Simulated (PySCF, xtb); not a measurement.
Si(H)(vinyl)(NH2)2 (C2H8N2Si), SMILES N[SiH](N)C=C. One conformer was computed; it need not be the lowest.

Harmonic wavenumbers (cm⁻¹) from xtb with GFN2-xTB at its own minimum, in rising order: 43, 137, 154, 166, 212, 245, 350, 479, 497, 542, 641, 657, 691, 799, 829, 859, 918, 928, 1010, 1038, 1276, 1429, 1528, 1533, 1676, 2236, 3035, 3061, 3081, 3466, 3483, 3505, 3519.

What does PBE-D3(BJ)/def2-SVP (PySCF 2.14.0) give at its own minimum? (An estimate is asked for; the answer gives what the named calculation found.)

84, 163, 174, 203, 270, 300, 329, 392, 412, 513, 625, 714, 736, 802, 854, 865, 910, 946, 966, 1016, 1224, 1359, 1484, 1491, 1619, 2152, 3036, 3060, 3130, 3486, 3488, 3585, 3588. Paired by order, the mean absolute difference is 39 cm⁻¹ and the zero-point energies are 62.9 and 62.9 kcal/mol.
